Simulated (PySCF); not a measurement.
Input file for PySCF: R-MP2/6-31G* on N2 (SMILES N#N).

```python
from pyscf import gto, scf, dft, mp
from pyscf.data.elements import chemcore

mol = gto.M(
    atom='''
    N    -0.47407844    0.52883597   -0.25862598
    N     0.54419226    0.13944552   -0.29480866
    ''',
    basis='6-31g*',
    cart=True,
    charge=0, spin=0, verbose=3, max_memory=1800)
mf = scf.RHF(mol)
mf.conv_tol = 1e-8
mf.max_cycle = 100
mf.kernel()
if not mf.converged:
    mf = mf.newton().run(mf.mo_coeff, mf.mo_occ)
pt = mp.MP2(mf, frozen=chemcore(mol)).run()
```

Q: What total energy does the run end on?

A: -109.2513 hartree.
